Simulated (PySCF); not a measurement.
# SbS: energy against distance

Set-up: PySCF, scalar-relativistic core potentials, basis sets Sb def2-SVPD with ECP28, S def2-SVPD. Energies in eV from Sb + S in their ground configurations at the same level. State: ²Π (doublet), unpaired electrons π ↑.

All columns are PBE0. A positive dipole means Sb(−)S(+).

```
R (Å)  E (eV)  μ (D)  Mulliken charge on Sb (basis-dependent)  HOMO (eV)  LUMO (eV)  Mayer bond order  ⟨S²⟩
1.925  -1.644  -1.34                                     0.48      -4.90      -3.13              2.20  0.75
2.014  -2.604  -1.71                                     0.50      -5.11      -3.35              2.17  0.75
2.104  -3.125  -2.08                                     0.52      -5.31      -3.56              2.14  0.76
2.171  -3.307  -2.34                                     0.54      -5.46      -3.71              2.13  0.76
2.238  -3.355  -2.59                                     0.54      -5.59      -3.85              2.12  0.76
2.305  -3.302  -2.82                                     0.54      -5.72      -3.99              2.10  0.77
2.395  -3.122  -3.05                                     0.54      -5.88      -4.14              2.03  0.84
2.507  -2.812  -3.08                                     0.50      -6.03      -4.17              1.79  1.09
2.641  -2.416  -3.06                                     0.45      -6.17      -4.11              1.49  1.35
2.820  -1.904  -3.15                                     0.39      -6.31      -3.99              1.20  1.58
```

A fit through these points gives, at Re = 2.233 Å, μ = -2.57 D and dμ/dR = -3.67 D/Å; the reduced mass is 25.29 u.

Q: How strong is the fundamental in the double-harmonic approximation, I = 42.26·(dμ/dR)²/μred km/mol?

A: I = 42.26·(-3.67)²/25.29 = 22.5 km/mol at PBE0.

⟨S²⟩ of the unrestricted solution departs from its pure value on part of the curve, where spin states mix. Spin–orbit coupling is left out, which matters for elements this heavy, above all for dissociation energies. The state was picked by a PBE0 search and need not be the measured ground state.
